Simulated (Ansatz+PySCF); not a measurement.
## singlet H2 in separate pieces: levels of theory in one basis

```yaml
atoms:
  - { symbol: H, position_ang: [0.0000, 0.0000, 0.0000] }
  - { symbol: H, position_ang: [30.0000, 0.0000, 0.0000] }
```

Basis set: cc-pVDZ (spherical functions). All electrons are correlated. Charge 0, multiplicity 1.

Computed with Ansatz (development build ahead of 0.2.0); each method stands on the lowest determinant of its kind that the runs found. NEVPT2 correlates all electrons. Active spaces start from the frontier orbitals, and the lowest solution found is given.

| method | E − E(RHF) (eV) | <S²> of the determinant |
| --- | --- | --- |
| RHF | 0.00 | 0.00 |
| UHF | -7.68 | 1.00 |
| UHF-MP2 | -7.68 | 1.00 |
| UHF-CCSD | -7.68 | 1.00 |
| RHF-CCSD(T) | -7.68 | – |
| full CI (lowest root of this spin) | -7.68 | – |
| CASSCF(2,2) | -7.68 | – |
| SC-NEVPT2(2,2) | -7.68 | – |

At such a shape the full CI root can have another spatial symmetry than the determinants, so the rows needn't describe one state.

(1) Is a single determinant a sound starting point here?

Answers

(1) It is doubtful. Unrestricted orbitals lower Hartree–Fock by 7.68 eV and <S²> is 1.00 where a pure state has 0.00, a sign of strong static correlation. The CASSCF(2,2) natural occupations are 1.00, 1.00.

Caution for RHF, RHF-CCSD(T): an unrestricted determinant lies well below. Caution for UHF, UHF-MP2, UHF-CCSD: the unrestricted determinant is a mixture of spin states; the determinant breaks the point group. Caution for UHF-MP2, UHF-CCSD: bonds are stretched, where a single reference can fail. Caution for RHF-CCSD(T): very large amplitudes, the method is breaking down; the program doubts this total; a plain start can end on a higher determinant.
